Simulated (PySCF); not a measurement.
Zero-point energy (kcal/mol) of eight halogen compounds: PBE-D3(BJ) beside B3LYP-D3(BJ), computed with PySCF for isolated molecules in the bases named; differences from unrounded values. The eight are the first of their class met in an unordered collection, after screening for sound electronic states; none was chosen by its value. Each level has its own optimised geometry.

```csv
molecule,basis,B3LYP-D3(BJ),PBE-D3(BJ),difference
"(Z)-1-fluorobut-1-ene (C4H7F), SMILES CC/C=C\F",def2-SVP,63.37,61.71,-1.66
"2-chlorobuta-1,3-diene (C₄H₅Cl), SMILES C=CC(=C)Cl",def2-SVP,47.62,46.30,-1.33
"2-fluoropent-1-en-3-yne (C5H5F), SMILES C=C(F)C#CC",def2-SVP,51.09,49.64,-1.46
"C3H5F3, SMILES C[C@@H](F)C(F)F",def2-SVP,51.05,49.56,-1.50
"C₂HBr₂Cl, SMILES ClC=C(Br)Br",def2-SVP,14.74,14.32,-0.42
"C3H3BrF2, SMILES FC(F)/C=C\Br",def2-SVP,35.20,34.10,-1.10
"C3H3Cl2F, SMILES C1(C[C@H]1F)(Cl)Cl",def2-SVP,34.30,33.29,-1.01
"3-chloro-1,1-difluoropropa-1,2-diene (C₃HClF₂), SMILES ClC=C=C(F)F",def2-SVP,20.53,19.88,-0.65
```

PBE-D3(BJ) lies below B3LYP-D3(BJ) in 8 and above it in 0 of the eight; the mean signed difference is -1.14 and the largest -1.66 kcal/mol.
